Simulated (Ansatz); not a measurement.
Input file for Ansatz (an electronic-structure program): R-wB97M-V/def2-TZVPP on GeH4SSi (SMILES [SiH3][Ge][SH]), a point of a torsion scan.

Ansatz 0.2 input:
```yaml
crystal:
  periodic: [false, false, false]
  atoms:
    - {symbol: Si, position_ang: [0.98980816, -0.09942252, -0.01508821]}
    - {symbol: Ge, position_ang: [-0.63663813, 1.72787886, -0.20505801]}
    - {symbol: S, position_ang: [-2.50116223, 0.46539869, 0.17156750]}
    - {symbol: H, position_ang: [0.72613659, -1.32170339, -0.79248889]}
    - {symbol: H, position_ang: [2.34309877, 0.33583111, -0.39017187]}
    - {symbol: H, position_ang: [1.07909561, -0.52715017, 1.38944608]}
    - {symbol: H, position_ang: [-2.31238610, -0.34873849, -0.85822011]}
basis:
  gaussian:
    orbitals: def2-TZVPP
hamiltonian:
  xc: {name: wB97M-V}
scf: {lower_state_search: off}
```

The log:

```
WARN ansatz: RAYON_NUM_THREADS=1 ignored (pool sized by the plan → 1); use --threads N
Functional definition: wB97M-V
these checks for a lower state are left out or cut short: stability, starts, cluster_reference, orbital_swaps, neighbouring_geometries, increment
integrals: 0.17 GiB planned
1204 factors; their error is unknown
integrals: 0.20 GiB planned
243 factors; integrals over basis functions are off by at most 1.3e-5 eV
mean field: 1.26 GiB planned
mean field evaluation 1: about -75290.6378 eV, gradient 2.1e1 eV
mean field evaluation 2: about -75291.2996 eV, gradient 2.0e1 eV
mean field evaluation 4: about -75291.9481 eV, gradient 1.1e0 eV
mean field evaluation 8: about -75291.9577 eV, gradient 6.2e-2 eV
mean field evaluation 16: about -75292.1230 eV, gradient 2.6e-4 eV
mean field -75292.12302982 eV, -2766.9344865118 hartree, gradient 8.9e-6 eV, S^2 0.000000; 0 other end points of the search recorded, 0 dependent functions left out
reference -75292.12307714 eV, -2766.9344882507 hartree; 33, 33 occupied and 155, 155 virtual orbitals, 1204 factors
Total energy: -75292.12307714 eV, -2766.9344882507 hartree
Checks for a lower state left out: stability, starts, cluster_reference, orbital_swaps, neighbouring_geometries, increment
```

The run converged.

Cost: roughly 9 core-seconds.
